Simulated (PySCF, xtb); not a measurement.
AlFH₃NO, SMILES [NH2][Al]([OH])[F].

GFN2-xTB (xtb 6.7.1) at its own geometry gives an orbital gap of 3.91 eV and a dipole moment of 2.53 D.

Geometry optimised at TPSSh-D3(BJ)/def2-SVP. Other conformers were not sampled.

Q: What does B3LYP/def2-TZVPD (PySCF) give? (The exact figures need the calculation; the answer reports its results.)

A: gap 6.28 eV (levels -7.47 and -1.19 eV), dipole 0.96 D.
